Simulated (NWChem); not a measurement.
Basis-set convergence for HISSi

```xyz
4

Si    -1.3009     0.8844     0.0000
I      0.3148    -1.0508     0.0000
S      0.1459     2.4907     0.0000
H     -0.8052     3.4597     0.0000
```
Charge 0, spin multiplicity 1.

The numbers come from NWChem runs, not from measurements. The geometry was optimised at B3LYP/def2-SVP with def2 effective core potentials on I, a minimum by its harmonic frequencies. It is one conformer; others weren't searched.

Quantity: vertical ionisation energy at the level ΔMP2 (Δ: difference of total energies, the cation a doublet at the parent's geometry with its hole in an orbital of symmetry a' (Cs labels); it is the state that the SCF runs reached, from PBE0 orbitals for Hartree-Fock references, and need not be the lowest).

Effective core potentials replace the inner electrons of I; spin-orbit coupling is left out. The correlated methods keep 14 core orbitals frozen. The structure started from a generated list of species. No SCF solution was tested for a lower state. Open-shell Hartree-Fock references start from PBE0 orbitals; any time given for them includes that run.

Relative cost: rough, from shared machines, SCF included, def2-SVP = 1.

In def2-TZVPD the value is 9.11 eV. Among def2-SVP, def2-SVPD, def2-TZVP, def2-TZVPP, which is the smallest basis within 0.2 eV of it?

def2-SVPD, with 94 functions against 157 and about 20 % of the time (also within reach: def2-TZVP, def2-TZVPP). def2-TZVPD isn't the basis-set limit itself, and a small set can land close by cancellation.

| basis | functions | vertical ionisation energy (eV) | relative cost |
|---|---|---|---|
| def2-SVP | 67 | 8.88 | 1 |
| def2-SVPD | 94 | 9.02 | under 3 |
| def2-TZVP | 130 | 9.08 | 5 |
| def2-TZVPP | 148 | 9.10 | 6 |
| def2-TZVPD | 157 | 9.11 | 8 |
